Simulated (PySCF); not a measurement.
**How methods differ on the interval between two levels of P³⁺**

P³⁺ [Ne] 3s2 → P³⁺ [Ne] 3p2 [3P2, M_J = 2], as a difference of total energies. Computed with PySCF 2.14 in x2c-SVPall-2c with one added diffuse shell each of s, p type (5s5p1d, 25 functions), with the two-component X2C-1e Hamiltonian. Correlated levels: [Ne] frozen. "Screened" scales the spin-orbit matrix elements by Boettger's factors to mimic the two-electron term; Breit and QED terms are absent.

```json
{"method": "GHF (spin-free)", "interval between two levels (cm⁻¹)": "155140"}
{"method": "GMP2 (spin-free)", "interval between two levels (cm⁻¹)": "161000"}
{"method": "GHF (screened spin-orbit)", "interval between two levels (cm⁻¹)": "155390"}
{"method": "GMP2 (screened spin-orbit)", "interval between two levels (cm⁻¹)": "161230"}
```

The labels give the starting determinants; with spin-orbit coupling the two ends relaxed to ⟨J²⟩ = 0.00, ⟨L²⟩ = 0.00, ⟨S²⟩ = 0.00 and ⟨J²⟩ = 6.00, ⟨L²⟩ = 2.00, ⟨S²⟩ = 2.00.
